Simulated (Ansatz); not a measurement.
Sn3H6, relaxed as a singlet with RKS PBE0-D4/def2-SVP in Ansatz, starting from the GFN1-xTB geometry. Force threshold 0.02 eV/Å.

In the def2 sets Sn takes a core potential; there is no spin–orbit coupling. Another isomer (singlet) lies 0.13 eV lower at PBE0-D4/def2-TZVP; other spin states weren't run for this one.

Start:

Cartesian coordinates in Å:
```
Sn 0.1062 0.2084 1.3451
Sn 1.9060 -1.0846 -0.3549
Sn -1.3286 -0.8382 -1.2343
H -0.2278 1.7995 1.8966
H -1.1744 0.7226 -2.0448
H 0.5373 -0.9824 -1.6057
H 2.3595 0.5209 -0.9294
H -0.7496 -0.5882 2.5948
H -1.4287 0.2419 0.3326
```

Estimate the energy that the relaxation releases and the steps that it takes.

35.9 kJ/mol, in 11 steps; 23 s on 4 threads of Arm Neoverse V2 on a shared host. No frequencies were taken in this run, so the end may be a saddle point.

Does the start keep its bonding?

By distances, no bond broke or formed. The bond that changes most is Sn2–H6, from 1.86 to 1.97 Å (atoms count from 1).

Predict the relaxed structure.


```xyz
9

Sn    0.036    0.213    1.368
Sn    1.986   -1.000   -0.347
Sn   -1.383   -0.566   -1.532
H    -0.308    1.890    1.576
H    -0.737    1.074   -1.702
H     0.373   -1.379   -1.406
H     2.167    0.584   -1.128
H    -0.592   -0.568    2.778
H    -1.544   -0.247    0.393
```
Bond lengths (bridged metal pairs left out): 1 × Sn–Sn 2.87 Å; 8 × H–Sn 1.72 to 1.97 Å.
